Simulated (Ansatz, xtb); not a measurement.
**C3H5AlF2: which of two isomers lies lower**

Structure I: `C/C=[CH]/[Al]([F])[F]`, a singlet. Structure II: `C=C[CH2][Al]([F])[F]`, a singlet. Both are isolated molecules in the gas phase, relaxed with B3LYP-D3(BJ)/def2-SVP; the shapes shown needn't be the lowest conformers.

I (Å):

```yaml
atoms:
  - { symbol: C, position_ang: [-0.6411, -0.4881, 1.2231] }
  - { symbol: C, position_ang: [-1.4406, -1.4993, 0.4607] }
  - { symbol: C, position_ang: [-1.0159, -2.7192, 0.0714] }
  - { symbol: Al, position_ang: [-2.1906, -3.8726, -0.8995] }
  - { symbol: F, position_ang: [-3.7295, -3.3530, -1.2509] }
  - { symbol: F, position_ang: [-1.7768, -5.3894, -1.4300] }
  - { symbol: H, position_ang: [-0.5614, 0.4547, 0.6540] }
  - { symbol: H, position_ang: [0.3734, -0.8503, 1.4468] }
  - { symbol: H, position_ang: [-1.1417, -0.2320, 2.1734] }
  - { symbol: H, position_ang: [-2.4649, -1.1861, 0.2110] }
  - { symbol: H, position_ang: [0.0119, -3.0050, 0.3349] }
```

II (Å):

```yaml
atoms:
  - { symbol: C, position_ang: [-0.1831, -1.4406, -0.6718] }
  - { symbol: C, position_ang: [-0.5965, -0.7335, 0.3929] }
  - { symbol: C, position_ang: [-2.0308, -0.4696, 0.7726] }
  - { symbol: Al, position_ang: [-2.3679, 0.9902, -0.4587] }
  - { symbol: F, position_ang: [-1.8433, 2.5380, -0.1639] }
  - { symbol: F, position_ang: [-3.0869, 0.7134, -1.9300] }
  - { symbol: H, position_ang: [0.8789, -1.5406, -0.9073] }
  - { symbol: H, position_ang: [-0.8908, -1.9549, -1.3314] }
  - { symbol: H, position_ang: [0.1622, -0.2350, 1.0100] }
  - { symbol: H, position_ang: [-2.6858, -1.3215, 0.5312] }
  - { symbol: H, position_ang: [-2.1415, -0.2110, 1.8347] }
```

Which of the two would you expect CCSD(T)/def2-SVP + ΔMP2/def2-TZVPP electronic energies to favour?

Structure I; the calculation gives E(II) − E(I) = +4.2 kcal/mol.

The same difference at several levels:

| level | geometry | E(II) − E(I) (kcal/mol) | departure from the last row (kcal/mol) | job, with rough time for the two |
| --- | --- | --- | --- | --- |
| B3LYP-D3(BJ)/def2-SVP | B3LYP-D3(BJ)/def2-SVP | +3.6 | −0.6 | optimisation, 2.6 min |
| HF/def2-SVP | B3LYP-D3(BJ)/def2-SVP | +6.6 | +2.3 | part of the CCSD(T) run |
| MP2/def2-SVP | B3LYP-D3(BJ)/def2-SVP | +4.2 | −0.1 | part of the CCSD(T) run |
| CCSD(T)/def2-SVP | B3LYP-D3(BJ)/def2-SVP | +4.5 | +0.2 | single point |
| CCSD(T)/def2-SVP + ΔMP2/def2-TZVPP | B3LYP-D3(BJ)/def2-SVP | +4.2 |  | single point, 46 s |

As drawn, both hold the same kinds of bond in the same numbers. Structure I has 1 methyl group, II 0.

None of the levels shown reverses the order. The largest departure from CCSD(T)/def2-SVP + ΔMP2/def2-TZVPP is that of HF/def2-SVP, 2.3 kcal/mol. Levels run at GFN2-xTB geometries aren't shown. The last row adds to CCSD(T) the change of the MP2 difference between the two basis sets, here −0.2 kcal/mol.

With harmonic frequencies from B3LYP-D3(BJ)/def2-SVP (ideal gas, rigid rotor, one conformer each, 298.15 K, 1 atm): on the last row, ΔE + ΔZPE = +3.9 kcal/mol. A mode under 50 cm⁻¹ makes harmonic enthalpies and free energies unreliable, so none is given.

The correlated steps freeze 10 core orbitals. Run with Ansatz 0.2.0; the last row on 2 threads of Arm Neoverse V2 on a shared host.
